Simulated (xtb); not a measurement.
C2H4AlF, SMILES C=[CH][AlH][F]. All values are semi-empirical tight-binding results from xtb (GFN2-xTB unless named), good for trends rather than for accurate numbers. The structure is a stationary point at GFN2-xTB. The values are those of a single conformer.

For metal compounds this method's bond lengths and energies can be far off.

Q: Estimate the properties. (Estimate from the structure and the level; the computed values follow.)

A: 
```
Item                                          Result
-------------------------------------  -------------
point group as xtb finds it                       Cs
orbital gap                                  3.97 eV
zero-point energy                      30.5 kcal/mol
G − E(el) at 298.15 K (modified RRHO)  12.2 kcal/mol
```
